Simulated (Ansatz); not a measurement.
The cluster Zn5Cl6O2, relaxed as a singlet with RKS PBE-D4/def2-SVP in Ansatz, starting from the GFN1-xTB geometry. Force threshold 0.03 eV/Å.

The structure comes from a short search, and lower isomers may exist.

Start:

| atom | x (Å) | y (Å) | z (Å) |
| --- | --- | --- | --- |
| Zn1 | 1.491 | -3.201 | -0.241 |
| Zn2 | -0.801 | 2.013 | 1.529 |
| Zn3 | 0.847 | -1.335 | 1.672 |
| Zn4 | -0.099 | -0.106 | -1.008 |
| Zn5 | -1.253 | 2.246 | -1.837 |
| O6 | -0.721 | 1.460 | -0.217 |
| O7 | 0.678 | -1.518 | -0.153 |
| Cl8 | 2.035 | -4.694 | -1.578 |
| Cl9 | -1.528 | 3.669 | 2.567 |
| Cl10 | -2.103 | 3.988 | -2.597 |
| Cl11 | -0.583 | 0.380 | -3.106 |
| Cl12 | 0.176 | 0.341 | 2.861 |
| Cl13 | 1.860 | -3.242 | 2.109 |

```tsv
step	energy (eV)	largest force component (eV/Å)	SCF passes
1	-321209.9062	0.747	21
2	-321210.1408	0.337	20
3	-321210.1931	0.125	21
4	-321210.1966	0.179	20
5	-321210.1988	0.013	20
```

Force components are those of the run's own axes.

End:

```xyz
13

Zn    1.516   -3.261   -0.271
Zn   -0.833    2.064    1.445
Zn    0.847   -1.314    1.800
Zn   -0.054   -0.202   -1.050
Zn   -1.291    2.307   -1.844
O    -0.707    1.411   -0.280
O     0.704   -1.565   -0.069
Cl    2.055   -4.743   -1.689
Cl   -1.531    3.716    2.590
Cl   -2.171    4.090   -2.589
Cl   -0.579    0.395   -3.180
Cl    0.168    0.414    2.990
Cl    1.877   -3.310    2.145
```

By distances, no bond broke or formed. The bond that changes most is Zn2–Cl12, from 2.35 to 2.47 Å (atoms count from 1).

No frequencies were taken in this run, so the end may be a saddle point.

It took 43 s on 6 threads of Intel Xeon on a shared host, peak host memory 0.76 GiB.
